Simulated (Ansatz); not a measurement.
Harmonic frequencies (cm⁻¹) at PBE0-D4/def2-TZVP from Ansatz: 28, 42, 96, 97, 126, 254, 304, 328, 354, 380, 612, 667, 679, 833, 977, 1077, 1418, 1644, 3127, 3212, 3874.

Each molecule was computed in one conformer, which needn't be the lowest.

Question: Which molecule is it?
A. `O[SiH2]OC=S`
B. `FC[S][AlH][F]`
C. `OC(S)O[SiH3]`
D. `C=[C](I)[In]([OH])[Cl]`

Answer: D.
